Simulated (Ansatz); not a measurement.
```yaml
crystal:
  periodic: [false, false, false]
  atoms:
    - {symbol: S, position_ang: [-0.741373, 2.201213, 0.979486]}
    - {symbol: B, position_ang: [-0.227348, 0.593519, 0.366847]}
    - {symbol: O, position_ang: [0.247026, 0.271723, -0.907137]}
    - {symbol: Si, position_ang: [0.357322, -1.288775, -0.296990]}
    - {symbol: O, position_ang: [-0.233747, -0.588973, 1.107947]}
    - {symbol: H, position_ang: [-0.489068, 2.824841, -0.182634]}
    - {symbol: H, position_ang: [1.736145, -1.809688, -0.191740]}
    - {symbol: H, position_ang: [-0.556756, -2.261060, -0.931579]}
basis:
  gaussian: {orbitals: x2c-TZVPPall, fitting: {mean_field: cc-pVTZ-jkfit}, nuclear_model: gaussian}
magnetization: {spin_polarized: true, initial_magnetization: 1}
hamiltonian: {xc: {name: B2GP-PLYP}}
output: {forces: true}
```

```sh
$ ansatz run in.yaml --threads 2 --pin off --events-out ev --progress --plain --max-ram 4352MiB
```

It prints (some lines left out):

```
Error: a molecule whose nuclei and cores have a total charge of 54 cannot have a net charge of 0 together with 1 unpaired electrons
```

(1) What is wrong with this run?

## Answers

(1) The number of unpaired electrons doesn't fit the electron count. The input was rejected before any iteration.
